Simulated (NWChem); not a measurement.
System: C2H4OSi; SMILES O1[SiH2]C=C1

NWChem printed, in part:

```
             Northwest Computational Chemistry Package (NWChem) 7.3.0
             --------------------------------------------------------

 CS  symmetry detected

                             Geometry "geometry" -> ""
                             -------------------------

 Output coordinates in angstroms (scale by  1.889725989 to convert to a.u.)

  No.       Tag          Charge          X              Y              Z
 ---- ---------------- ---------- -------------- -------------- --------------
    1 C                    6.0000    -0.08625374    -1.21704208     0.00000000
    2 C                    6.0000     1.11028987    -0.58654183     0.00000000
    3 Si                  14.0000     0.08030703     0.93777592     0.00000000
    4 O                    8.0000    -1.12555068    -0.32401727     0.00000000
    5 H                    1.0000    -0.35303888    -2.28216398     0.00000000
    6 H                    1.0000     2.11009786    -1.01183090     0.00000000
    7 H                    1.0000    -0.01058437     1.78938681    -1.21779400
    8 H                    1.0000    -0.01058437     1.78938681     1.21779400

 Effective nuclear repulsion energy (a.u.)     157.6675223665

      Symmetry information
      --------------------

 Group name             Cs
 Group number              2
 Group order               2
 No. of unique centers     7

  xc_inp: hfexch multiplicative factor not found.

                                 NWChem DFT Module
                                 -----------------

 Summary of "ao basis" -> "ao basis" (spherical)
 ------------------------------------------------------------------------------
       Tag                 Description            Shells   Functions and Types
 ---------------- ------------------------------  ------  ---------------------
 C                         def2-tzvpp               11       31   5s3p2d1f
 Si                        def2-tzvpp               14       42   5s5p3d1f
 O                         def2-tzvpp               11       31   5s3p2d1f
 H                         def2-tzvpp                6       14   3s2p1d

      Symmetry analysis of basis
      --------------------------

        a'        125
        a"         66

            General Information
            -------------------
          SCF calculation type: DFT
          Wavefunction type:  closed shell.
          No. of atoms     :     8
          No. of electrons :    38
           Alpha electrons :    19
            Beta electrons :    19
          Charge           :     0
          Spin multiplicity:     1
          Use of symmetry is: on ; symmetry adaption is: on
          Maximum number of iterations: 150
          AO basis - number of functions:   191
                     number of shells:    71
          Convergence on energy requested:  1.00D-06
          Convergence on density requested:  1.00D-05
          Convergence on gradient requested:  5.00D-04

              XC Information
              --------------
                     Hartree-Fock (Exact) Exchange  1.000

      Superposition of Atomic Density Guess
      -------------------------------------

 Sum of atomic energies:        -440.96161095

      Non-variational initial energy
      ------------------------------

 Total energy =    -443.015326
 1-e energy   =    -919.529623
 2-e energy   =     318.846774
 HOMO         =      -0.295152
 LUMO         =       0.012719

      Symmetry analysis of molecular orbitals - initial
      -------------------------------------------------

  Numbering of irreducible representations:

     1 a'          2 a"

  Orbital symmetries:

     1 a'          2 a'          3 a'          4 a'          5 a'
     6 a'          7 a"          8 a'          9 a'         10 a'
    11 a'         12 a'         13 a'         14 a"         15 a'
    16 a'         17 a"         18 a'         19 a"         20 a'
    21 a"         22 a'         23 a'         24 a'         25 a'
    26 a"         27 a'         28 a'         29 a"

------------------------------------------------------------
EAF file 0: "./job.aoints.0" size=426770432 bytes
------------------------------------------------------------
               write      read    awrite     aread      wait
               -----      ----    ------     -----      ----
     calls:      814         0         0         0         0
   data(b): 4.27e+08  0.00e+00  0.00e+00  0.00e+00
   time(s): 0.00e+00  0.00e+00  0.00e+00  0.00e+00  0.00e+00
rate(mb/s): 0.00e+00  0.00e+00
------------------------------------------------------------

     ---------------------------------------------
      Total Density - Mulliken Population Analysis
     ---------------------------------------------

    Atom       Charge   Shell Charges
 -----------   ------   -------------------------------------------------------
    1 C    6     5.62   0.86  1.12  0.54  0.62  0.08  1.03  1.01  0.22  0.03  0.09  0.01
    2 C    6     6.66   0.86  1.12  0.56  0.72  0.13  1.29  1.45  0.47  0.01  0.04  0.01
    3 Si  14    13.15   2.00  0.59  1.39  0.83  0.43  4.11  1.73  0.48  0.99  0.28  0.00  0.13  0.13  0.05
    4 O    8     8.70   0.79  1.18  0.60  0.97  0.26  1.97  2.17  0.73  0.00  0.02  0.00
    5 H    1     0.87   0.24  0.45  0.16  0.01  0.01  0.00
    6 H    1     0.84   0.23  0.44  0.14  0.01  0.03  0.00
    7 H    1     1.08   0.22  0.55  0.29  0.00  0.01  0.00
    8 H    1     1.08   0.22  0.55  0.29  0.00  0.01  0.00

   convergence    iter        energy       DeltaE   RMS-Dens  Diis-err
 ---------------- ----- ----------------- --------- --------- ---------
 d= 0,ls=0.0,diis     1   -441.8376471122 -6.00D+02  2.52D-03  5.31D-01
 d= 0,ls=0.0,diis     2   -441.8963616606 -5.87D-02  9.55D-04  1.56D-01
 d= 0,ls=0.0,diis     3   -441.9105012282 -1.41D-02  4.15D-04  9.33D-03
 d= 0,ls=0.0,diis     4   -441.9118273480 -1.33D-03  1.06D-04  5.94D-04
 d= 0,ls=0.0,diis     5   -441.9119236592 -9.63D-05  3.28D-05  6.61D-05
  Resetting Diis
 d= 0,ls=0.0,diis     6   -441.9119351310 -1.15D-05  1.33D-05  4.72D-06
 d= 0,ls=0.0,diis     7   -441.9119368695 -1.74D-06  4.51D-06  9.43D-07
 d= 0,ls=0.0,diis     8   -441.9119371242 -2.55D-07  2.14D-06  2.23D-07

         Total DFT energy =     -441.911937124222
      One electron energy =     -922.375593198286
           Coulomb energy =      363.263372979864
    Exchange-Corr. energy =      -40.467239272310
 Nuclear repulsion energy =      157.667522366510

 Numeric. integr. density =        0.000000000000

                  Occupations of the irreducible representations
                  ----------------------------------------------

                     irrep           alpha         beta
                     --------     --------     --------
                     a'               15.0         15.0
                     a"                4.0          4.0

                       DFT Final Molecular Orbital Analysis
                       ------------------------------------

 Vector   17  Occ=2.000000D+00  E=-4.791935D-01  Symmetry=a"
              MO Center= -1.1D-01,  1.3D+00,  3.0D-14, r^2= 2.6D+00
   Bfn.  Coefficient  Atom+Function         Bfn.  Coefficient  Atom+Function
  ----- ------------  ---------------      ----- ------------  ---------------
    79      0.263333  3 Si pz               165     -0.219125  7 H  s
   179      0.219125  8 H  s                112     -0.170645  4 O  pz
   166     -0.160750  7 H  s                180      0.160750  8 H  s
   115     -0.157963  4 O  pz               164     -0.130099  7 H  s
   178      0.130099  8 H  s                118     -0.103127  4 O  pz

 Vector   18  Occ=2.000000D+00  E=-4.487689D-01  Symmetry=a'
              MO Center=  5.5D-01, -3.7D-02, -1.2D-14, r^2= 2.7D+00
   Bfn.  Coefficient  Atom+Function         Bfn.  Coefficient  Atom+Function
  ----- ------------  ---------------      ----- ------------  ---------------
    38      0.275697  2 C  py                41      0.247400  2 C  py
    78     -0.197009  3 Si py               137      0.158103  5 H  s
    77      0.139266  3 Si px                44      0.133314  2 C  py
     7     -0.127877  1 C  py                35      0.128280  2 C  s
   165     -0.110103  7 H  s                179     -0.110103  8 H  s

 Vector   19  Occ=2.000000D+00  E=-3.522408D-01  Symmetry=a"
              MO Center=  3.6D-01, -6.5D-01, -4.4D-15, r^2= 2.0D+00
   Bfn.  Coefficient  Atom+Function         Bfn.  Coefficient  Atom+Function
  ----- ------------  ---------------      ----- ------------  ---------------
    39      0.276133  2 C  pz                42      0.271755  2 C  pz
   112     -0.225732  4 O  pz                45      0.221188  2 C  pz
   115     -0.210600  4 O  pz                11      0.198177  1 C  pz
     8      0.195898  1 C  pz               118     -0.190087  4 O  pz
    14      0.109653  1 C  pz                82     -0.048608  3 Si pz

 Vector   20  Occ=0.000000D+00  E= 9.952874D-02  Symmetry=a'
              MO Center=  2.4D-01,  1.4D+00, -2.5D-17, r^2= 5.0D+00
   Bfn.  Coefficient  Atom+Function         Bfn.  Coefficient  Atom+Function
  ----- ------------  ---------------      ----- ------------  ---------------
    36      2.576147  2 C  s                  5     -1.815909  1 C  s
    80     -1.493165  3 Si px                13     -1.009975  1 C  py
    43     -1.011825  2 C  px                67     -0.781944  3 Si s
    44      0.603619  2 C  py                12     -0.452089  1 C  px
   138     -0.363591  5 H  s                  4     -0.323389  1 C  s

 Vector   21  Occ=0.000000D+00  E= 1.367851D-01  Symmetry=a"
              MO Center=  3.5D-01, -6.8D-01,  7.3D-14, r^2= 3.8D+00
   Bfn.  Coefficient  Atom+Function         Bfn.  Coefficient  Atom+Function
  ----- ------------  ---------------      ----- ------------  ---------------
    14      0.868875  1 C  pz                82     -0.732772  3 Si pz
   166     -0.609680  7 H  s                180      0.609680  8 H  s
    45     -0.569133  2 C  pz                 8      0.281958  1 C  pz
    11      0.245790  1 C  pz               118     -0.179709  4 O  pz
    39     -0.160701  2 C  pz                42     -0.143451  2 C  pz

 Vector   22  Occ=0.000000D+00  E= 1.405195D-01  Symmetry=a'
              MO Center= -1.1D-01,  1.8D+00, -7.7D-15, r^2= 6.5D+00
   Bfn.  Coefficient  Atom+Function         Bfn.  Coefficient  Atom+Function
  ----- ------------  ---------------      ----- ------------  ---------------
    81      3.282047  3 Si py                67     -2.502354  3 Si s
    36      1.888210  2 C  s                  5      1.721793  1 C  s
    13      0.987176  1 C  py                44      0.939327  2 C  py
   166     -0.749970  7 H  s                180     -0.749970  8 H  s
    80     -0.716966  3 Si px                78      0.480285  3 Si py

------------------------------------------------------------
EAF file 0: "./job.aoints.0" size=569901056 bytes
------------------------------------------------------------
               write      read    awrite     aread      wait
               -----      ----    ------     -----      ----
     calls:     1087         7         0      7602      7602
   data(b): 5.70e+08  3.67e+06  0.00e+00  3.99e+09
   time(s): 0.00e+00  0.00e+00  0.00e+00  0.00e+00  0.00e+00
rate(mb/s): 0.00e+00  0.00e+00
------------------------------------------------------------

     ---------------------------------------------
      Total Density - Mulliken Population Analysis
     ---------------------------------------------

    Atom       Charge   Shell Charges
 -----------   ------   -------------------------------------------------------
    1 C    6     5.72   0.86  1.12  0.51  0.56  0.05  1.16  1.12  0.16  0.04  0.13  0.02
    2 C    6     6.48   0.85  1.12  0.46  0.66  0.16  1.24  1.39  0.52  0.02  0.04  0.01
    3 Si  14    13.23   2.00  0.58  1.39  0.77  0.33  4.12  1.73  0.51  1.13  0.14  0.01  0.20  0.24  0.07
    4 O    8     8.54   0.79  1.18  0.56  0.97  0.32  1.84  2.09  0.76  0.00  0.03  0.00
    5 H    1     0.90   0.26  0.49  0.12  0.01  0.02  0.00
    6 H    1     0.92   0.26  0.51  0.11  0.01  0.03  0.00
    7 H    1     1.11   0.24  0.58  0.27  0.00  0.01  0.00
    8 H    1     1.11   0.24  0.58  0.27  0.00  0.01  0.00

     -------------------------------------------
      Total Density - Lowdin Population Analysis
     -------------------------------------------

    Atom       Charge   Shell Charges
 -----------   ------   -------------------------------------------------------
    1 C    6     6.11   0.91  1.03  0.33  0.30  0.17  0.99  1.15  0.51  0.05  0.57  0.09
    2 C    6     6.16   0.91  1.03  0.32  0.34  0.20  1.07  1.36  0.66  0.02  0.22  0.03
    3 Si  14    13.56   2.00  0.84  1.08  0.42  0.28  3.85  1.88  0.63  1.00  0.49  0.01  0.23  0.62  0.24
    4 O    8     7.95   0.87  1.09  0.52  0.56  0.29  1.72  1.95  0.88  0.00  0.06  0.00
    5 H    1     0.99   0.25  0.41  0.17  0.02  0.11  0.02
    6 H    1     1.02   0.25  0.41  0.18  0.02  0.14  0.03
    7 H    1     1.11   0.24  0.50  0.31  0.01  0.05  0.00
    8 H    1     1.11   0.24  0.50  0.31  0.01  0.05  0.00

     Multipole analysis of the density
     ---------------------------------

     L   x y z        total         alpha         beta         nuclear
     -   - - -        -----         -----         ----         -------
     0   0 0 0     -0.000000    -19.000000    -19.000000     38.000000

     1   1 0 0      0.517308      0.258654      0.258654      0.000000
     1   0 1 0      0.015033      0.007516      0.007516      0.000000
     1   0 0 1     -0.000000     -0.000000     -0.000000      0.000000

     2   2 0 0    -24.329912    -51.881757    -51.881757     79.433601
     2   1 1 0     -0.022688      1.190083      1.190083     -2.402855
     2   1 0 1     -0.000000     -0.000000     -0.000000      0.000000
     2   0 2 0    -20.278226    -75.737868    -75.737868    131.197510
     2   0 1 1      0.000000      0.000000      0.000000      0.000000
     2   0 0 2    -24.771782    -17.681859    -17.681859     10.591935
```

Level: Hartree-Fock/def2-TZVPP. Coordinates come from a PBE0/def2-SVP optimisation.

Q: Which NWChem input produces such a log?

A: Several could match; the one computed here: the input that was run:
```
start job
memory heap 200 mb stack 900 mb global 1100 mb
geometry units angstroms noautoz
  C     -0.157022    -1.233372     0.000000
  C      1.068337    -0.660884     0.000000
  Si     0.112518     0.911000     0.000000
  O     -1.152370    -0.291611     0.000000
  H     -0.474498    -2.284499     0.000000
  H      2.046636    -1.133555     0.000000
  H      0.062505     1.765986    -1.217794
  H      0.062505     1.765986     1.217794
end
basis spherical
  * library def2-tzvpp
end
dft
  xc hfexch
  iterations 150
  semidirect filesize 400000000
  mulliken
end
task dft energy
```
